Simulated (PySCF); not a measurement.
Species: C2H12N2Si2.
Numbering: `[CH3:1][CH2:2][NH:3][SiH2:4][SiH2:5][NH2:6]` (hydrogens: H7, H8, H9 on C1; H10, H11 on C2; H12 on N3; H13, H14 on Si4; H15, H16 on Si5; H17, H18 on N6)

Cartesian coordinates in Å at the GFN2-xTB level; atoms count from 1:
```
atom  x, y, z in Å
C1    -2.6204    1.0555   -0.4665
C2    -1.7391   -0.0365    0.1342
N3    -1.0071   -0.7391   -0.8899
Si4    0.5902   -1.3526   -0.7092
Si5    1.8960    0.3698    0.0713
N6     3.4952    0.0496   -0.4970
H7    -3.3477    0.6222   -1.1502
H8    -3.1534    1.5868    0.3179
H9    -2.0072    1.7624   -1.0195
H10   -2.3641   -0.7266    0.7213
H11   -1.0139    0.4125    0.8173
H12   -1.6316   -1.2143   -1.5236
H13    0.8826   -1.8319   -2.0696
H14    0.6542   -2.5595    0.1472
H15    1.4128    1.7215   -0.2948
H16    2.0685    0.4331    1.5320
H17    3.6311   -0.1988   -1.4633
H18    4.2451    0.6523   -0.1989
```

Method used: TDDFT B3LYP/def2-SVPD, vertical, gas phase, core orbitals frozen in the response (PySCF 2.14.0, density-fitted response routines).

Transition dipole moments from the ground state, in atomic units and in the frame of the coordinates above (overall signs are arbitrary), for the states with f of 0.002 or more among the lowest 7:

```json
{"state": "S1", "E (eV)": "4.781", "μx": "-0.193", "μy": "0.047", "μz": "-0.058"}
{"state": "S2", "E (eV)": "5.365", "μx": "-0.024", "μy": "0.088", "μz": "-0.096"}
{"state": "S3", "E (eV)": "5.688", "μx": "-0.108", "μy": "0.139", "μz": "-0.100"}
{"state": "S4", "E (eV)": "6.049", "μx": "-0.133", "μy": "0.267", "μz": "0.121"}
{"state": "S5", "E (eV)": "6.363", "μx": "-0.045", "μy": "0.187", "μz": "0.027"}
{"state": "S6", "E (eV)": "6.453", "μx": "-0.234", "μy": "0.336", "μz": "-0.010"}
{"state": "S7", "E (eV)": "6.470", "μx": "0.150", "μy": "0.003", "μz": "0.069"}
```

What oscillator strength does each state have?

f = (2/3) ΔE |μ|² with ΔE in hartree (27.2114 eV).

```json
{"state": "S1", "|μ|² (au)": "0.043", "|μ| (D)": "0.53", "f": "0.005"}
{"state": "S2", "|μ|² (au)": "0.017", "|μ| (D)": "0.34", "f": "0.002"}
{"state": "S3", "|μ|² (au)": "0.041", "|μ| (D)": "0.52", "f": "0.006"}
{"state": "S4", "|μ|² (au)": "0.104", "|μ| (D)": "0.82", "f": "0.015"}
{"state": "S5", "|μ|² (au)": "0.038", "|μ| (D)": "0.49", "f": "0.006"}
{"state": "S6", "|μ|² (au)": "0.168", "|μ| (D)": "1.04", "f": "0.027"}
{"state": "S7", "|μ|² (au)": "0.027", "|μ| (D)": "0.42", "f": "0.004"}
```

Which bond between heavy atoms lies closest to the direction of the S6 transition dipole?

C1–C2, at 22° from it; next N3–Si4 at 34°.

What angle do the transition dipoles of S4 and S6 make?

|cos θ| = |μa·μb| / (|μa| |μb|) = 0.91, so θ ≈ 25° (taken between 0 and 90°, since the signs are arbitrary).

How is the summed strength of these states shared among x, y and z?

(2/3) Σ ΔE μα² gives 0.021 for x, 0.038 for y and 0.006 for z, 0.065 in all.

What peak molar absorption coefficient would the strongest computed level give as a lone Gaussian band 0.3 eV wide at half height?

ε(max) = 2.175×10⁸ f / FWHM, with the width in cm⁻¹. S6: 2.175×10⁸ × 0.0265 / 2420 ≈ 2400 L mol⁻¹ cm⁻¹.

One conformer stands for the species.
